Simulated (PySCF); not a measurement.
**NMR problem set**

PySCF calculation with B3LYP/pcJ-1 coupling constants (spin–dipole term left out of most H,H and C,H couplings), NMR shieldings at PBE0/pcSseg-1/GIAO and geometry: GFN2-xTB; non-relativistic, a single conformation, in vacuum, one averaged value for each set of equivalent atoms.

References, each an isolated molecule treated in the same way: 1H (σ = 31.72 ppm) and 13C (σ = 186.93 ppm) against TMS. Multiplet labels drop J under 1 Hz and among equivalent protons, and merge close values. Unscaled 3J(H,H) run several per cent high. Splittings of carbon signals by F and P are missing where no couplings were computed. Where no couplings were computed, multiplicities follow the n + 1 count of equivalent neighbours, and m marks all less simple cases (inequivalent or close neighbours, rings, F or P nearby). Vicinal couplings that depend on rotamer populations or ring flexing (ring, CH–CH, X–H and H–F types) are those of the one conformer. Shifts are as computed. Against solution values, carbons near 30 ppm lie about +3 ppm off and those near 130 ppm about +5 ppm. Of 1211 compounds with measured shifts, 218 miss one by over three times the rms of a fit or turn the order of signals round; such compounds aren't used in these exercises. OH and NH positions are gas-phase values without hydrogen bonding to other molecules.

Problem. C₇H₈P₂. 1H NMR (400 MHz, computed): δ 10.85 (m, 1H), 9.27 (m, 1H), 8.34 (m, 1H), 2.02 (m, 1H), 1.58 (m, 2H), 1.16 (m, 2H). 13C{1H} NMR (computed): δ 194.9 (CH), 189.8 (C), 162.2 (CH), 138.0 (CH), 28.1 (CH), 25.0 (CH2). Give a structure.

Solution. SMILES p1c(C2CC2)ccpc1. 6 carbon signals for 7 carbons: some carbons are equivalent by symmetry or fast rotation. Carbon types of the structure: 1 × C, 4 × CH, 2 × CH2, which accounts for all hydrogens. δC 194.9, 162.2, 138.0: aromatic CH. δC 189.8: substituted aromatic carbon. δC 28.1, 25.0: three-membered-ring carbon; carbons of three-membered rings are unusually shielded. δH 10.85, 9.27, 8.34: hydrogen on an aromatic CH; it sits in the deshielding region of the aromatic ring current.

This is the structure that produced the data.

Problem. C₇H₁₂NP. 1H NMR (500 MHz, computed): δ 6.39 (m, 1H), 2.18 (m, 3H), 2.18 (m, 3H), 2.01 (s, 3H), 1.05 (br s, 2H). 13C{1H} NMR (computed): δ 162.3, 149.8, 146.3, 142.9, 18.8, 17.4, 13.9. Identify the compound.

Solution. `C1(C)=CC(C)=C(C)P1N`. 7 carbon signals for 7 carbons: no two carbons are equivalent. Carbon types of the structure: 3 × C, 1 × CH, 3 × CH3, leaving 2 H on heteroatoms. δC 162.3, 149.8, 146.3: unsaturated ring carbon. δC 142.9: unsaturated ring CH. δC 18.8, 17.4, 13.9: methyl carbon on an unsaturated ring; aliphatic region, no heteroatom directly attached. δH 1.05: hydrogen on a nitrogen bonded to P; labile proton, position sensitive to the medium.

The shifts were computed for this structure.

Problem. C₅H₁₀N₂. 1H NMR (300 MHz, computed): δ 3.13 (m, 2H), 2.88 (s, 3H), 2.64 (m, 2H), 1.99 (t, J = 1.8 Hz, 3H). 13C{1H} NMR (computed): δ 143.9 (C), 56.0 (CH2), 43.1 (CH3), 40.3 (CH2), 18.4 (CH3). Give a structure.

Solution. `CC1=NN(C)CC1`. Rings plus π bonds: 2 (1 ring in the answer). 5 carbon signals for 5 carbons: no two carbons are equivalent. Carbon types of the structure: 1 × C, 2 × CH2, 2 × CH3, which accounts for all hydrogens. δC 143.9: C=N carbon. δC 56.0: sp3 CH2 bonded to N; pulled downfield by the heteroatom. δC 43.1: methyl carbon bonded to N; the inductive effect lowers its shielding. δH 3.13: hydrogen on an sp3 CH2 bonded to N; its carbon carries N, which withdraws density.

The shifts were computed for this structure.
